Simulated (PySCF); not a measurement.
**C₆ coefficients of unlike pairs at UHF**

Calculated with PySCF 2.14 from the dipole response of each species, C₆(A,B) = (3/π) ∫ α_A(iu) α_B(iu) du, in atomic units, from isotropic polarisabilities. For ions this is the dispersion term alone; charge-induced terms of lower order in 1/R come first.

```tsv
species	configuration	basis	relativity	α (bohr³)	C₆ (like pair)
W	[Xe] 4f14 5d4 6s2 (5D)	aug-cc-pVTZ-PP with one added diffuse shell each of s, p, d, f, g type with ECP60MDF (7s7p6d4f3g)	core potential	101.5	1251
Al²⁺	[Ne] 3s1 (2S)	aug-cc-pVTZ-DK (6s5p3d2f)	spin-free X2C	15.16	42.47
Si⁺	[Ne] 3s2 3p1 (2P)	aug-cc-pwCVQZ (10s9p7d5f3g)	none	19.56	105.1
Ga²⁺	[Ar] 3d10 4s1 (2S)	x2c-QZVPPall with one added diffuse shell each of s, p, d, f type (12s8p6d5f1g)	spin-free X2C	12.05	37.95
```

Task: Estimate C₆ for Si⁺ with Al²⁺.

Result: The integral gives 65.53. The combination rule 2 C_A C_B / (C_A α_B/α_A + C_B α_A/α_B) gives 65.53 and the geometric mean 66.82.

No spin-orbit coupling is included.

The other pairs:

| pair | C₆ |
| --- | --- |
| Ga²⁺, Si⁺ | 62.58 |
| Ga²⁺, W | 208.5 |
| Al²⁺, W | 228.3 |
| Si⁺, W | 347.8 |
| Ga²⁺, Al²⁺ | 38.95 |
